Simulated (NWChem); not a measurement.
# Basis-set convergence for H$_{2}$BI

```xyz
4

B      0.0000     0.0000    -1.8555
H     -1.0603     0.0000    -2.4145
H      1.0603     0.0000    -2.4145
I      0.0000     0.0000     0.2662
```
Charge 0, spin multiplicity 1.

All runs are NWChem calculations. Structure: optimised with B3LYP/def2-SVP with def2 effective core potentials on I, a minimum by its harmonic frequencies.

Quantity: first vertical ionisation energy at the level G0W0@PBE0.

Effective core potentials replace the inner electrons of I; spin-orbit coupling is left out. GW and range-separated runs recompute their integrals, the others keep them in memory, which bears on the times. The structure started from a generated list of species.

Relative cost: rough, from shared machines, SCF included, def2-SVP = 1.

Question: In def2-QZVP the value is 9.89 eV. Among def2-SVP, def2-SVPD, def2-TZVP, def2-TZVPP, def2-TZVPD, which is the smallest basis within 0.2 eV of it?

Answer: No smaller set comes that close. def2-QZVP isn't the basis-set limit itself, and a small set can land close by cancellation.

```json
[
 {"basis": "def2-SVP", "functions": "50", "first vertical ionisation energy (eV)": "9.30", "relative cost": "1"},
 {"basis": "def2-SVPD", "functions": "71", "first vertical ionisation energy (eV)": "9.28", "relative cost": "under 3"},
 {"basis": "def2-TZVP", "functions": "93", "first vertical ionisation energy (eV)": "9.62", "relative cost": "3"},
 {"basis": "def2-TZVPP", "functions": "109", "first vertical ionisation energy (eV)": "9.64", "relative cost": "4"},
 {"basis": "def2-TZVPD", "functions": "114", "first vertical ionisation energy (eV)": "9.62", "relative cost": "5"},
 {"basis": "def2-QZVP", "functions": "199", "first vertical ionisation energy (eV)": "9.89", "relative cost": "30"}
]
```
